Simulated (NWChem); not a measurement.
# PbNH3, singlet; SMILES [NH2][PbH]

All runs: NWChem. Low-valent species are run as closed-shell singlets; no triplet was tried in these runs. Coordinates come from a PBE0/def2-SVP optimisation. def2 effective core potentials on Pb; no spin-orbit coupling. Vertical excitations in the gas phase; the lowest state need not have the same character in each row.

For level LRC-wPBEh/def2-SVP, TDA:

```
Item                                      Value
----------------------------------------  -----
lowest excitation, singlet (eV)            3.54
lowest state with f > 0.02, singlet (eV)   4.91
orbital gap (eV)                           8.16
```

Task: Estimate the same quantities for level PBE/def2-SVP, TDA.

Result: 
| Property | Value |
|---|---|
| lowest excitation, singlet (eV) | 3.38 |
| lowest state with f > 0.02, singlet (eV) | 4.75 |
| orbital gap (eV) | 3.04 |
